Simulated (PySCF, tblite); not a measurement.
Q: Write Cartesian coordinates for `[H]/N=C/c1ccc(S)s1` as optimised with GFN2-xTB.

A: 
```xyz
13
C5H5NS2 angstrom
N     -2.4432    1.5639   -0.0527
C     -2.0790    0.3532   -0.0457
C     -0.6893    0.0078   -0.0124
C     -0.1217   -1.2421   -0.0183
C      1.2783   -1.2217    0.0152
C      1.7750    0.0544    0.0486
S      3.4719    0.4782    0.0967
S      0.5241    1.2517    0.0377
H     -3.4466    1.7186   -0.0798
H     -2.7548   -0.5151   -0.0657
H     -0.7023   -2.1471   -0.0470
H      1.9019   -2.0966    0.0142
H      3.2813    1.7954    0.0915
```

Any rigid rotation of these coordinates is as good. Atoms count from 1 in this order. The 4 C–C bonds span 1.370 Å (C5–C6, aromatic) to 1.432 Å (C2–C3, drawn single), a spread of 0.062 Å. The 5-membered ring C3–C4–C5–C6–S8 has internal angles of 90.6° to 113.6°; it is planar, 0.00 Å rms from its mean plane, widest ring torsion 0°. S7 (thiol sulfur) is bent (angle 95.8°). The 8 heavy atoms lie in one plane (0.005 Å rms).

Bonds between heavy atoms (Å): N1=C2 1.264, C2–C3 1.432, C3–C4 1.373, C4–C5 1.401, C5–C6 1.370, C6–S7 1.750, C6–S8 1.732, C3–S8 1.738.

Computed geometry: GFN2-xTB, gas phase.

Point group: Cs (tolerance 0.08 Å). Its GFN2-xTB frequencies are all real (lowest 89 cm⁻¹). One conformer, not necessarily the lowest (N1–C2–C3–C4 -179°, C5–C6–S7–H 179°). 2 starts were optimised and ended at 0.00 and 0.35 kcal/mol (GFN2-xTB); the lowest of these is shown.
